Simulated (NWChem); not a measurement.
# N2H3, doublet; SMILES [NH]N

All runs: NWChem. Pople sets run with spherical d functions. Spin-unrestricted. The geometry was optimised at PBE0-D3(BJ)/def2-TZVP, spin-unrestricted. No stability test was run on the SCF state. Level: PBE0/6-31G* with COSMO at NWChem's default radii, gas-phase geometry; rows give the dielectric constant. Reactions with the solvent are ignored.

For dielectric constant 25.0:

- electrostatic solvation energy (kcal/mol) = -8.7
- dipole in solution (D) = 3.31

Q: What are these values for dielectric constant 1.5?

A: 
* **electrostatic solvation energy (kcal/mol)**: -2.8
* **dipole in solution (D)**: 2.88
